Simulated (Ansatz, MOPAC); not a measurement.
C18H24 rod of 3 cages `C1C2C3CC4CC2C2C5CC6CC(C15)C3C2(C4)C6`, neutral singlet in the gas phase. 

Cartesian coordinates (Å):
```xyz
42

C      0.0000     0.0000     2.5060
C     -0.8883    -0.8883     1.6235
C     -0.0176    -1.7904     0.7173
C     -0.9015    -2.6771    -0.1739
C     -1.7914    -1.7914    -1.0648
C     -2.6771    -0.9015    -0.1739
C     -1.7904    -0.0176     0.7173
C     -0.8852     0.8852    -0.1500
C      0.0176     1.7904     0.7173
C      0.9015     2.6771    -0.1739
C      1.7914     1.7913    -1.0648
C      2.6771     0.9015    -0.1739
C      1.7904     0.0176     0.7173
C      0.8883     0.8883     1.6235
C      0.8852    -0.8852    -0.1500
C      0.0000     0.0000    -1.0767
C     -0.8989    -0.8988    -1.9440
C      0.8988     0.8988    -1.9440
H     -0.6317     0.6317     3.1676
H      0.6317    -0.6317     3.1676
H     -1.5317    -1.5317     2.2638
H      0.6293    -2.4292     1.3591
H     -0.2647    -3.3353    -0.8039
H     -1.5313    -3.3424     0.4557
H     -2.4311    -2.4311    -1.7096
H     -3.3354    -0.2647    -0.8039
H     -3.3424    -1.5312     0.4557
H     -2.4292     0.6293     1.3591
H     -1.5279     1.5280    -0.7951
H     -0.6293     2.4292     1.3591
H      1.5313     3.3424     0.4557
H      0.2647     3.3353    -0.8039
H      2.4311     2.4311    -1.7096
H      3.3424     1.5312     0.4557
H      3.3353     0.2647    -0.8039
H      2.4292    -0.6293     1.3591
H      1.5317     1.5317     2.2638
H      1.5279    -1.5280    -0.7951
H     -0.2615    -1.5247    -2.6073
H     -1.5247    -0.2615    -2.6073
H      1.5247     0.2615    -2.6073
H      0.2615     1.5247    -2.6073
```
Charge 0, multiplicity 1.

All levels are single points at this geometry (PBE-D3(BJ)/def2-SVP); Pople sets use spherical d functions. Orbital energies aren't observables, and empty levels follow the basis.

PM6 in MOPAC gives HOMO (eV) = -9.60.

Problem. Estimate the HOMO (eV) from each of these levels: PBE-D3(BJ)/def2-SVP in Ansatz (an electronic-structure program); PBE0-D3(BJ)/def2-SVP in Ansatz; AM1 in MOPAC; PM3 in MOPAC; PM7 in MOPAC.

Solution. 
```tsv
level	HOMO (eV)
PBE-D3(BJ)/def2-SVP in Ansatz	-5.96
PBE0-D3(BJ)/def2-SVP in Ansatz	-7.19
AM1 in MOPAC	-9.99
PM3 in MOPAC	-10.41
PM7 in MOPAC	-9.58
```
